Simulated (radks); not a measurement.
Problem. The phosphorus ion P3+, [Ne] 3s2. Calculated with a radial shooting solver on a logarithmic mesh with Libxc functionals: non-relativistic Kohn-Sham, exchange-only PBE, spin-polarised, spherical densities, point nucleus. Every spin shell is full or empty, so the densities are truly spherical. Functionals are evaluated on that one density, not self-consistently. Rank these orbital-free kinetic functionals by their error against the exact value of the orbitals, and give that value: Thomas-Fermi, von Weizsacker, TF + vW, TF + vW/9, TF + vW/5, LC94, APBEK, revAPBEK, Perdew 92, Thakkar, Pearson, LKT, DePristo-Kress, Ernzerhof.

Solution. Exact: 338.451 hartree. From best to worst, with 100 (|E| - |E exact|)/|E exact| (equal figures are ties): Thakkar 0.00, DePristo-Kress +0.06, Ernzerhof +0.18, LC94 +0.18, APBEK +0.31, Perdew 92 -0.48, TF + vW/9 -0.49, revAPBEK +0.69, Pearson -1.65, TF + vW/5 +5.07, Thomas-Fermi -7.44, LKT +31.79, von Weizsacker -37.47, TF + vW +55.09.
